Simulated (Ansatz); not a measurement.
NiH2(PF3)2 (NiP₂H₂F₆). Charge 0, multiplicity 1. Geometry B3LYP-D4/def2-SVP, basis def2-TZVP, Ansatz.

```tsv
run	HOMO (eV)	LUMO (eV)
A	-6.03	-2.93
B	-9.11	-1.16
C	-5.91	-3.04
D	-7.64	-2.20
```

In the singlet, H10 and H11 lie 0.87 Å apart (atoms count from 1), so H2 has formed as a molecule. No other spin state of charge 0 was run.

Question: The runs used CAM-B3LYP, PBE, PBE0, r2SCAN. Estimate which is which.

Answer: A r2SCAN (0 % exact exchange); B CAM-B3LYP (range-separated); C PBE (0 % exact exchange); D PBE0 (25 % exact exchange). Exact exchange lowers occupied and raises empty levels; among semilocal functionals meta-GGAs tend to open the gap a little, and such runs are hard to tell apart. The gap grows from 2.87 eV (PBE) to 7.95 eV (CAM-B3LYP). The restricted singlet is unstable towards broken spin symmetry in Hartree–Fock (as tested in another run); at r2SCAN-D4/def2-TZVP, CAM-B3LYP-D4/def2-TZVP, PBE0-D4/def2-TZVP this wasn't settled.
